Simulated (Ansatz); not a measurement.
Frontier orbitals of H4SiZn.

```xyz
6

Si   -0.1403   -0.4782    0.3929
Zn    0.7016    2.3913   -1.9645
H    -0.4685   -1.5988    1.3124
H    -1.0760   -0.4933   -0.7601
H     1.2525   -0.6323   -0.0985
H    -0.2693    0.8113    1.1178
```

Total charge 0; spin multiplicity 1. For Zn the d shell is correlated and the shells below it are frozen. Scalar relativity is left out up to krypton. The bonds changed during the relaxation, so this is another structure than the one it started from. All single points use the PBE0-D4/def2-TZVP geometry. Basis def2-TZVPP, Ansatz.

```
 functional  HOMO (eV)  LUMO (eV)  gap (eV)
LDA (SPW92)      -6.08      -1.46      4.62
        PBE      -5.84      -1.24      4.60
       BLYP      -5.79      -1.14      4.65
     r2SCAN      -6.06      -0.98      5.08
       PBE0      -6.55      -0.57      5.98
      B3LYP      -6.52      -0.75      5.77
    ωB97M-V      -8.64       0.94      9.58
```

(1) What is the vertical ionisation energy at frozen-core CCSD(T)/def2-TZVPP? (An estimate is asked.)

Answers

(1) Ansatz gave: 8.88 eV (T1 of the cation 0.012).

A quarter of exact exchange (PBE0) shifts PBE's HOMO by −0.72 eV and its LUMO by +0.67 eV; full exchange at long range (ωB97M-V) shifts them by −2.80 and +2.18 eV. The gap opens from 4.59 to 9.57 eV, since occupied levels lose self-interaction and empty ones feel all the electrons. A positive LUMO is unbound and depends on the basis. −ε(HOMO) differs from that ionisation energy by −3.05 eV with PBE and −0.25 eV with ωB97M-V.

B3LYP here is the variant with VWN-RPA as its local correlation; programs differ in this.
